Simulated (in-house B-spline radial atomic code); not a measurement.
**Pm II (Pm+): [Xe] 4f5 10g1 (an excited or competing configuration)**

Level of theory: Dirac-Hartree-Fock, average of configuration, Fermi nucleus of rms radius 4.962 fm; calculated with a radial B-spline atomic code at the basis-set limit.

Effective charges: Z_r = [3n² - l(l+1)]/(2<r>) from the radius, Z_e = n√(-2ε) from the energy, and Slater's rules. Values are occupation-weighted means over j. An effective charge above Z reflects the relativistic contraction of the inner shells.

```tsv
shell	electrons	ε (eV)	<r> (bohr)	Z_r	Z_e	Slater
1s	2	-45460	0.02317	64.72	57.80	60.70
2s	2	-7514.4	0.09835	61.00	47.00	56.85
2p	6	-6723.6	0.08685	57.57	44.46	56.85
3s	2	-1696.6	0.2591	52.10	33.50	49.75
3p	6	-1440.7	0.2574	48.56	30.87	49.75
3d	10	-1080.6	0.2357	44.54	26.74	39.85
4s	2	-368.67	0.5931	40.47	20.82	33.25
4p	6	-281.64	0.6272	36.67	18.20	33.25
4d	10	-153.52	0.6907	30.40	13.44	21.85
5s	2	-64.297	1.466	25.57	10.87	11.00
5p	6	-40.794	1.695	21.54	8.66	11.00
4f	5	-22.877	0.9858	18.26	5.19	13.60
10g	1	-0.54431	69.99	2.00	2.00	-
```

The least bound orbital is 10g7/2 at -0.5443 eV, and it is also the most diffuse (<r> = 69.99 bohr).

Spin-orbit splittings of the orbital energies (j = l + 1/2 above j = l - 1/2 when positive): 2p 561.9 eV, 3p 115.5 eV, 3d 24.69 eV, 4p 25.37 eV, 4d 4.579 eV, 5p 3.523 eV, 4f 0.4556 eV, 10g -3.413e-06 eV.

For the 1s electron the small component carries 5.13 % of the norm, the zero-frequency Breit interaction raises the level by 129 eV, self-energy by 76.28 eV, and vacuum polarisation lowers it by 11.89 eV.

The density falls to 0.001 bohr⁻³ at 3.537 bohr; Σ<r²> = 5551.7 bohr² gives, by the non-relativistic formula and without the paramagnetism of open shells, a Langevin diamagnetic susceptibility of -4397×10⁻⁶ cm³/mol.
